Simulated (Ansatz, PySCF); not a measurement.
Gas-phase reaction in SMILES: NC1CC1 + H+ → [NH3+]C1CC1
Geometries: B3LYP-D3(BJ)/def2-TZVP minima from Ansatz (a first-principles code), one conformer each, not searched for the lowest.

Wanted: proton affinity (0 K, with B3LYP-D3(BJ) harmonic zero-point energies from PySCF), positive where the reaction releases energy, in kcal/mol. Valence correlation only, unless marked. No spin-orbit coupling. Non-relativistic. Basis-set limits of correlation are two-point, X^-3; Hartree-Fock from the larger set. [CCSD(T)-MP2]/basis is that difference in the basis named.

```
level                         program  proton affinity (kcal/mol)
---------------------  --------------  --------------------------
PBE-D3(BJ)/def2-TZVPD  Ansatz + dftd3                       213.2
```

Problem. Estimate the value at RI-MP2/CBS(cc-pVTZ,cc-pVQZ)+[CCSD(T)-MP2]/cc-pVTZ as computed with Ansatz.

Solution. 213.7 kcal/mol, so PBE-D3(BJ)/def2-TZVPD differs from it by -0.5 kcal/mol.
